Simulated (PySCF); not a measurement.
Working out the excitation energy of Ge

Ge [Ar] 3d10 4s2 4p2 (3P) → Ge [Ar] 3d10 4s1 4p3 (5S). Calculation: PySCF 2.14, in aug-cc-pVDZ-DK (6s5p3d, 36 functions); scalar relativity by spin-free X2C-1e. Frozen: [Ar] 3d10. Energies in hartree (1 hartree = 27.21139 eV):

```json
{"part": "UHF", "Ge (lower)": "-2096.959641", "Ge (upper)": "-2096.829619"}
{"part": "MP2 opposite-spin", "Ge (lower)": "-0.033607", "Ge (upper)": "0.000000"}
{"part": "MP2 same-spin", "Ge (lower)": "-0.007340", "Ge (upper)": "-0.014745"}
```

Question: What does Hartree-Fock give?

Answer: (-2096.829619) − (-2096.959641) = 0.130022 hartree = 3.538 eV.

Question: What do MP2 and SCS-MP2 (6/5 opposite-spin, 1/3 same-spin) give?

Answer: The opposite-spin parts differ by 0.914 eV and the same-spin parts by -0.202 eV. MP2: 3.538 + (0.914) + (-0.202) = 4.250 eV. SCS-MP2: 3.538 + 1.2 × (0.914) + (-0.202)/3 = 4.567 eV.

Measured between the centres of the two terms (NIST): 5.078 eV, so MP2 (valence) is off by -0.828 eV.

A double-zeta basis recovers only part of the correlation energy.

What remains against the reference includes basis incompleteness, the frozen core and correlation beyond second order.
